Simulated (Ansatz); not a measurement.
The cluster Si2Ni3⁺, relaxed as a doublet with UKS r2SCAN-D4/def2-SVP in Ansatz, starting from the GFN1-xTB geometry. Force threshold 0.02 eV/Å.

The charge 1 doublet is spin-contaminated (final ⟨S²⟩ up to 1.20, 0.75 for a pure state). The relaxation made no stability test and no search for a lower SCF solution. No other spin state of charge 1 was run. The structure comes from a short search, and lower isomers may exist.

Start:

| atom | x (Å) | y (Å) | z (Å) |
| --- | --- | --- | --- |
| Ni1 | -1.6539 | -0.6065 | 0.7085 |
| Ni2 | 0.5248 | -0.9390 | 0.8511 |
| Ni3 | -0.8052 | 0.8340 | -0.7296 |
| Si4 | 0.8947 | -0.4950 | -1.3158 |
| Si5 | 1.0396 | 1.2064 | 0.4858 |

```json
{"step": "1", "energy (eV)": "-138855.3453", "largest force component (eV/Å)": "1.148", "SCF passes": "122"}
{"step": "2", "energy (eV)": "-138855.5971", "largest force component (eV/Å)": "0.823", "SCF passes": "63"}
{"step": "3", "energy (eV)": "-138856.1191", "largest force component (eV/Å)": "0.476", "SCF passes": "58"}
{"step": "4", "energy (eV)": "-138856.5368", "largest force component (eV/Å)": "0.483", "SCF passes": "55"}
{"step": "5", "energy (eV)": "-138856.5759", "largest force component (eV/Å)": "0.911", "SCF passes": "44"}
{"step": "6", "energy (eV)": "-138856.6519", "largest force component (eV/Å)": "0.192", "SCF passes": "39"}
{"step": "7", "energy (eV)": "-138856.6565", "largest force component (eV/Å)": "0.022", "SCF passes": "34"}
{"step": "8", "energy (eV)": "-138856.6565", "largest force component (eV/Å)": "0.002", "SCF passes": "38"}
```

Force components are those of the run's own axes.

End:

```csv
atom,x (Å),y (Å),z (Å)
Ni1,-1.202,-0.442,0.515
Ni2,0.959,-1.069,0.937
Ni3,-0.710,1.161,-1.044
Si4,0.404,-0.682,-1.108
Si5,0.548,1.032,0.700
```

Bonds lost: Ni2–Ni3 (atoms count from 1). Bonds formed: Ni1–Si4, Ni1–Si5 (atoms count from 1).

No frequencies were taken in this run, so the end may be a saddle point.

It took 58 s on 4 threads of Arm Neoverse V2 on a shared host.
